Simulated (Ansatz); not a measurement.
One change: `[CH3][Ge]([F])([F])[Br]` becomes `[F][Ge]([F])([Br])[Br]`.

Ansatz, PBE0-D4/def2-TZVP geometries, multiplicity 1. 

Scalar relativity is left out up to krypton.

```json
{"property": "HOMO energy (PBE/def2-TZVPP) / eV", "`[CH3][Ge]([F])([F])[Br]`": "-7.65"}
{"property": "size of the dipole moment (ωB97M-V/def2-TZVPP) / D", "`[CH3][Ge]([F])([F])[Br]`": "3.17"}
{"property": "HOMO–LUMO gap (ωB97M-V/def2-TZVPP) / eV", "`[CH3][Ge]([F])([F])[Br]`": "12.47"}
{"property": "size of the dipole moment (PBE/def2-TZVPP) / D", "`[CH3][Ge]([F])([F])[Br]`": "3.07"}
{"property": "LUMO energy (PBE/def2-TZVPP) / eV", "`[CH3][Ge]([F])([F])[Br]`": "-1.76"}
{"property": "ideal-gas entropy at 298 K and 1 bar (rigid rotor, harmonic PBE0-D4/def2-TZVP) / J/(mol·K)", "`[CH3][Ge]([F])([F])[Br]`": "369"}
```

Problem. Give the same properties after the change, and the shifts. (An estimate is asked.)

Solution. Ansatz gave: 
```json
{"property": "HOMO energy (PBE/def2-TZVPP) / eV", "`[F][Ge]([F])([Br])[Br]`": "-7.96", "shift": "-0.31"}
{"property": "size of the dipole moment (ωB97M-V/def2-TZVPP) / D", "`[F][Ge]([F])([Br])[Br]`": "1.57", "shift": "-1.60"}
{"property": "HOMO–LUMO gap (ωB97M-V/def2-TZVPP) / eV", "`[F][Ge]([F])([Br])[Br]`": "11.23", "shift": "-1.24"}
{"property": "size of the dipole moment (PBE/def2-TZVPP) / D", "`[F][Ge]([F])([Br])[Br]`": "1.48", "shift": "-1.59"}
{"property": "LUMO energy (PBE/def2-TZVPP) / eV", "`[F][Ge]([F])([Br])[Br]`": "-3.26", "shift": "-1.50"}
{"property": "ideal-gas entropy at 298 K and 1 bar (rigid rotor, harmonic PBE0-D4/def2-TZVP) / J/(mol·K)", "`[F][Ge]([F])([Br])[Br]`": "365", "shift": "-4"}
```

With PBE0 the HOMO falls by 0.31 eV and the LUMO falls by 1.56 eV, so the gap narrows by about 1.25 eV. PBE moves the HOMO by -0.31 eV and ωB97M-V by -0.28 eV. The zero-point energy changes by -93.8 kJ/mol with -9 modes. Dipoles are sizes alone; their direction can turn.

Spin–orbit coupling is left out; it splits and shifts lone-pair levels of the heavy atoms by tenths of an eV.
